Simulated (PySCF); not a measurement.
**Spinor energies of Cs⁻ (caesium, charge -1)**

Start: [Xe] 6s2. Calculated with PySCF 2.14 in x2c-TZVPPall-2c with one added diffuse shell each of s, p, d type (12s12p10d2f1g, 121 functions): generalised Hartree-Fock with the X2C-1e Hamiltonian and a Gaussian nucleus; spin-orbit coupling (SO) screened by Boettger's factors.

```tsv
spinor shell	electrons	ε, screened SO (eV)	weight of nominal j (screened SO)	rms radius, screened SO (bohr)
1s1/2	2	-36152.5	1.000	0.0298
2s1/2	2	-5772.1	1.000	0.121
2p1/2	2	-5417.3	1.000	0.105
2p3/2	4	-5061.9	1.000	0.110
3s1/2	2	-1242.0	1.000	0.318
3p1/2	2	-1092.6	1.000	0.310
3p3/2	4	-1022.5	1.000	0.322
3d3/2	4	-762.23	1.000	0.294
3d5/2	6	-747.57	1.000	0.298
4s1/2	2	-250.67	1.000	0.738
4p1/2	2	-194.61	1.000	0.770
4p3/2	4	-180.20	1.000	0.796
4d3/2	4	-86.842	1.000	0.896
4d5/2	6	-84.392	1.000	0.907
5s1/2	2	-32.567	1.000	1.88
5p1/2	2	-16.733	1.000	2.17
5p3/2	4	-14.891	1.000	2.27
6s1/2	2	-0.163	1.000	8.67
```

```tsv
quantity	screened SO
E (hartree)	-7784.53440
M_J	0
⟨J²⟩	0.000
⟨L²⟩	0.035
⟨S²⟩	0.035
```

Breit and QED terms are absent; they matter most for the inner s and p1/2 levels.

Densities and radii are taken from the X2C orbitals without a picture-change correction, which distorts them close to the nucleus.
